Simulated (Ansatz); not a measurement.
System: C$_{2}$HCl$_{2}$F$_{3}$, charge 0, singlet. C2HCl2F3 (SMILES FC(F)(F)C(Cl)Cl).
B3LYP-D3(BJ)/def2-TZVP minimum from Ansatz (a first-principles code):
```
C
H 1 1.0852
C 1 1.5365 2 108.21
F 3 1.3330 1 112.62 2 180.00
F 3 1.3417 4 108.47 1 -121.70
F 3 1.3417 4 108.47 5 -116.60
Cl 1 1.7740 2 107.92 3 -119.31
Cl 1 1.7740 2 107.92 3 119.31
```
Charge 0, spin multiplicity 1.

Hartree-Fock and CCSD(T) correlation energies in hartree (Ansatz). UHF or UKS for unpaired electrons; spin-orbit terms are left out. Cores are frozen in correlated methods. No relativity.

```json
[
 {"basis": "cc-pV(T+d)Z", "X": "3", "E(HF)": "-1293.81683", "E(corr, CCSD(T))": "-1.53893"},
 {"basis": "cc-pV(Q+d)Z", "X": "4", "E(HF)": "-1293.85294", "E(corr, CCSD(T))": "-1.66798"},
 {"basis": "cc-pV(5+d)Z", "X": "5", "E(HF)": "-1293.86188", "E(corr, CCSD(T))": "withheld"}
]
```

Question: Fit E(corr) = E∞ + A/X³ to X = 3 and 4, predict X = 5, and compare with the run.

Answer: A = (-1.53893 - (-1.66798))/(1/27 - 1/64) = 6.0270; E∞ = -1.66798 - A/64 = -1.76215; at X = 5, E∞ + A/125 = -1.71394. The run gave -1.71387, 0.07 mEh above the prediction. The same form on X = 4 and 5 gives E∞ = -1.76202, 0.13 mEh above the first estimate.
